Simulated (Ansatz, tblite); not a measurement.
Removing an electron: TaOCl3 (TaCl₃O). Total charge 0; singlet. Geometry: PBE-D4/def2-SVP. Ansatz, gas phase; energy differences of separate SCF runs; the oxidised species was run as a doublet alone.

| atom | x (Å) | y (Å) | z (Å) |
| --- | --- | --- | --- |
| Ta1 | 0.004 | -0.053 | -0.001 |
| O2 | 0.132 | -1.771 | -0.030 |
| Cl3 | 1.730 | 0.718 | 1.316 |
| Cl4 | -2.059 | 0.443 | 0.897 |
| Cl5 | 0.193 | 0.662 | -2.182 |

In the def2 sets Ta takes a core potential; there is no spin–orbit coupling. The xTB rows come from tblite. HOMO above LUMO, or a gap near zero within one spin, warns that the state may not be the lowest or that an electron is smeared out.

| level | −HOMO (eV) | vertical IE (eV) | −LUMO (eV) | HOMO–LUMO gap (eV) | remarks |
| --- | --- | --- | --- | --- | --- |
| GFN1-xTB | 13.51 | 15.72 | 9.24 | 4.27 | – |
| GFN2-xTB | 12.55 | 15.06 | 8.86 | 3.69 | – |
| r2SCAN-D4/def2-TZVP | 8.67 | 11.34 | 3.59 | 5.08 | gap within one spin near zero (+1 doublet) |
| PBE0-D4/def2-TZVP | 9.75 | 11.60 | 2.93 | 6.82 | – |

Relaxing the oxidised species (PBE-D4/def2-SVP) changes its energy by -0.18 eV at PBE0-D4/def2-TZVP, so the adiabatic ionisation energy to this nearest minimum is 11.42 eV.  Run but left out: PBE-D4/def2-TZVP (charge +1 doublet: an occupied level 0.02 eV above an empty one).  Raw xTB energy differences between charge states are shifted by several eV; the methods need an empirical correction for them.
